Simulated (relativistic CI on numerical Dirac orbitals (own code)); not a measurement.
# Line list: Electric-dipole lines, Cl VII

Method of calculation: Dirac-Coulomb-Breit CI, orbitals from a KLI potential per configuration, model QED (radiative potential, 1s self-energy scaled to tabulated hydrogen-like ionisation energies), unscaled Slater integrals (own radial code, finite nucleus).

Configurations in the expansion (outside the closed core [Ne]): 3s, 3p, 3d, 4s, 4p, 4d, 4f, 5s, 5p, 5d, 5f, 5g, 6s, 6p, 6d. Levels of other configurations are missing.

```
λ vac (Å)            Lower            Upper   A (s⁻¹)        gf  Branching (%)
   243.08    3d 2D_3/2 [4]  5f 2F°_5/2 [18]  1.32e+10  7.01e-01           65.5
   243.11    3d 2D_5/2 [5]  5f 2F°_7/2 [19]  1.41e+10  1.00e+00           70.2
   344.47    3d 2D_3/2 [4]  4f 2F°_5/2 [11]  3.40e+10  3.63e+00           93.3
   344.51    3d 2D_5/2 [5]  4f 2F°_7/2 [12]  3.64e+10  5.18e+00          100.0
   460.24    3d 2D_5/2 [5]   4p 2P°_3/2 [8]  3.99e+09  5.07e-01           41.5
   598.71   3p 2P°_1/2 [2]    3d 2D_3/2 [4]  5.48e+09  1.18e+00           83.8
   605.27   3p 2P°_3/2 [3]    3d 2D_5/2 [5]  6.38e+09  2.10e+00          100.0
   730.83   4p 2P°_3/2 [8]   5s 2S_1/2 [13]  4.01e+09  6.42e-01           27.3
   741.76    4d 2D_3/2 [9]  5f 2F°_5/2 [18]  5.58e+09  2.76e+00           27.8
   741.84   4d 2D_5/2 [10]  5f 2F°_7/2 [19]  5.98e+09  3.95e+00           29.7
   801.75    3s 2S_1/2 [1]   3p 2P°_3/2 [3]  2.21e+09  8.52e-01          100.0
   813.89    3s 2S_1/2 [1]   3p 2P°_1/2 [2]  2.11e+09  4.19e-01          100.0
   823.96  4f 2F°_5/2 [11]   5g 2G_7/2 [20]  9.88e+09  8.05e+00           96.4
   824.03  4f 2F°_7/2 [12]   5g 2G_9/2 [21]  1.02e+10  1.04e+01          100.0
   1006.3   4d 2D_5/2 [10]  5p 2P°_3/2 [15]  1.83e+09  1.11e+00           23.4
   1442.1  5p 2P°_3/2 [15]   6s 2S_1/2 [22]  1.48e+09  9.24e-01           14.8
   1668.9   4p 2P°_1/2 [7]    4d 2D_3/2 [9]  1.06e+09  1.77e+00           13.6
   1687.3   4p 2P°_3/2 [8]   4d 2D_5/2 [10]  1.23e+09  3.15e+00           15.6
   1880.4   5d 2D_5/2 [17]  6p 2P°_3/2 [24]  8.17e+08  1.73e+00           13.9
   1886.3   5d 2D_3/2 [16]  6p 2P°_1/2 [23]  9.12e+08  9.74e-01           15.2
   2176.9    4s 2S_1/2 [6]   4p 2P°_3/2 [8]  4.35e+08  1.24e+00            4.5
   2209.5    4s 2S_1/2 [6]   4p 2P°_1/2 [7]  4.16e+08  6.08e-01            4.2
   3509.6  5p 2P°_1/2 [14]   5d 2D_3/2 [16]  3.13e+08  2.31e+00            4.5
   3548.1  5p 2P°_3/2 [15]   5d 2D_5/2 [17]  3.64e+08  4.12e+00            5.2
   4585.3   5s 2S_1/2 [13]  5p 2P°_3/2 [15]  1.28e+08  1.61e+00            1.6
   4654.4   5s 2S_1/2 [13]  5p 2P°_1/2 [14]  1.22e+08  7.95e-01            1.5
   6327.3  6p 2P°_1/2 [23]   6d 2D_3/2 [25]  1.18e+08  2.83e+00            2.1
   6396.5  6p 2P°_3/2 [24]   6d 2D_5/2 [26]  1.37e+08  5.05e+00            2.4
   7287.2   4d 2D_5/2 [10]  4f 2F°_7/2 [12]  1.19e+07  7.57e-01            0.0
   8318.7   6s 2S_1/2 [22]  6p 2P°_3/2 [24]  4.79e+07  1.99e+00            0.8
```

Terms are leading LS components. Brackets give the number of a level in order of energy, since labels repeat. The list gives strong lines, with weight on those to low levels, without lines whose two gauges differ by over a factor of 2.5, and without 3 lines that miss the measured interval by over 7 %, start from a term whose rates miss tabulated ones by over 60 %, have gauges far apart or, lacking measured levels, span too small a gap for the errors found; lines with a level outside our table were not tested and can miss by more. Levels whose partners in the same complex of configurations lie outside the list can be far off, and so can their lines. Rates are taken at the computed energies, electric ones in the length gauge.

At this charge configurations can still be misplaced by up to about 7 % of their energy. 14 of the 14 excited levels that our extract of the measured tables holds in this range could be paired (the sources list more); they are missed by 2378 cm⁻¹ on average and 4124 at most, and levels without a partner can miss by more.
